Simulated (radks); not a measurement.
Values are calculated unless marked as measured or tabulated.
Coulomb parameter of the 4d shell of the molybdenum ion Mo3+ in the model configuration [Kr] 4d1 5p2, as a second difference U = [E(n + 0.5) + E(n - 0.5) - 2 E(n)] / (0.5)^2 with all orbitals relaxed. "Bare": the charge of the atom changes with n. "Screened": the 5p shell takes up the change at fixed total charge, which measures U(4d,4d) + U(5p,5p) - 2 U(4d,5p). Level of theory: Dirac Kohn-Sham, LDA (Slater exchange, Perdew-Wang correlation), spin-unpolarised, spherical densities, finite nucleus; open shells are shared between the two j in proportion to 2j + 1; Fermi nuclear charge, rms radius 4.4091 fm (a radial shooting solver on a logarithmic mesh with Libxc functionals).

| case | configuration | E - E(n) (eV) |
|---|---|---|
| start | [Kr] 4d1 5p2 | 0.000 |
| bare +0.5 | [Kr] 4d1.5 5p2 | -19.213 |
| bare -0.5 | [Kr] 4d0.5 5p2 | 22.551 |
| screened +0.5 | [Kr] 4d1.5 5p1.5 | -8.113 |
| screened -0.5 | [Kr] 4d0.5 5p2.5 | 8.762 |

U(bare) = 13.349 eV, U(screened by 5p) = 2.598 eV.
